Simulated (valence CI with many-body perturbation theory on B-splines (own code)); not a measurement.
# Questions on Pb11+

Method: relativistic CI+MBPT: three valence electrons over a frozen Dirac-Fock core [Xe] 4f14, radial functions for each j: 7 s, 7 p, 8 d, 6 f, 4 g, 1 h, with the one-electron correlation potential Σ1 (screened to all orders), the two-electron term Σ2, the three-electron term Σ3, Breit, model QED; selected single and double excitations, second order for the rest, scaled by the run's own slope (own B-spline code, finite nucleus).

No measured spectrum was set against this ion. As an estimate, terms of the open shell hold to 2 to 4 % of their energy, and close levels can change places. Excitations out of the core, of the other parity, are not computed and may begin above about 50.8 eV (a cautious bound); beyond it only levels of the ground parity were kept, without lifetimes.

Levels are named by their leading jj configuration (3d3/2^4 stands for four electrons in 3d with j = 3/2), which in mixed levels can hold well under half, so a name can repeat and another be missing.

Rates and lifetimes use the calculated energies. Strong lines usually hold to 10 to 20 %, long lifetimes can be off by a factor of two.

(1) What is the ground level?

(2) What is the ionisation energy?

(3) How well does LS coupling describe the low levels?

(4) Name the longest-lived excited levels whose lifetime is computed, and their main decay.

Answers

(1) (5d3/2^3) J=3/2, composition 66 % 5d3 4F + 26 % 5d3 2D + 5 % 5d3 2P, g = 0.585.

(2) 203.7 eV; NIST lists 203 ± 2.5 eV (theoretical).

(3) Among the lowest 20 levels the leading LS term, summed over configurations, holds 68 % on average. For single configurations the figures are 67 % in LS and 85 % in jj coupling. Terms mix most in the J = 3/2 level at 64457 cm⁻¹, where the leading one holds 42 %.

(4) (5d3/2^2 5d5/2) J=9/2 at 34342 cm⁻¹ lives 2.64 s, mostly by M1 to (5d3/2^2 5d5/2) J=7/2; (5d3/2^2 5d5/2) J=7/2 at 31103 cm⁻¹ lives 35.8 ms, mostly by M1 to (5d3/2^2 5d5/2) J=5/2.
